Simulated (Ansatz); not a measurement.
`[SiH3][Se][GaH2]` + `B/C=C/O[SiH3]` → `B/C=C\O[SiH2][GaH2]` + `[SiH3][SeH]`  (formal exchange of groups at a Ga–Se bond)

Computed with Ansatz on PBE0-D4/def2-TZVP structures; ΔE is electronic, products minus reactants. CBS: MP2 limit from def2 TZ/QZ plus the TZ coupled-cluster correction, frozen cores. Double bonds are as drawn, so ΔE can hold a change between cis and trans. Functionals use def2-TZVPP. B3LYP here is the variant with VWN-RPA as its local correlation; programs differ in this. For Ga, Se outer-core shells are correlated without core-valence functions, which leaves a few kJ/mol of doubt a bond. Scalar relativity is left out up to krypton. One conformer a species, not always the lowest.

```
             level  ΔE (kJ/mol)  difference from CCSD(T)/CBS
            PBE-D4        115.3                        -15.0
         r2SCAN-D4        126.5                         -3.8
           PBE0-D4        121.2                         -9.1
          B3LYP-D4        123.4                         -6.9
           ωB97X-V        123.8                         -6.5
           ωB97M-V        126.1                         -4.2
            B2PLYP        130.2                         -0.1
               PBE        115.5                        -14.8
            r2SCAN        127.0                         -3.3
              PBE0        121.6                         -8.7
             B3LYP        123.5                         -6.8
     HF/def2-TZVPP        141.2                         10.9
    MP2/def2-TZVPP        139.9                          9.6
SCS-MP2/def2-TZVPP        137.0                          6.7
   CCSD/def2-TZVPP        128.5                         -1.8
CCSD(T)/def2-TZVPP        128.8                         -1.5
     HF/def2-QZVPP        140.6                         10.3
    MP2/def2-QZVPP        140.6                         10.3
SCS-MP2/def2-QZVPP        137.6                          7.3
      HF/CBS(def2)        140.5                         10.2
     MP2/CBS(def2)        141.4                         11.1
    CCSD/CBS(def2)        130.0                         -0.3
       CCSD(T)/CBS        130.3                            0
```

Largest T1 diagnostic among the species: 0.014.

From PBE to PBE0 (25 % exact exchange), in def2-TZVPP and without D4, ΔE moves by +6.1 kJ/mol.

CCSD(T)/CBS has its own doubt, a few kJ/mol and more with outer-core shells, so smaller differences from it don't rank the levels.
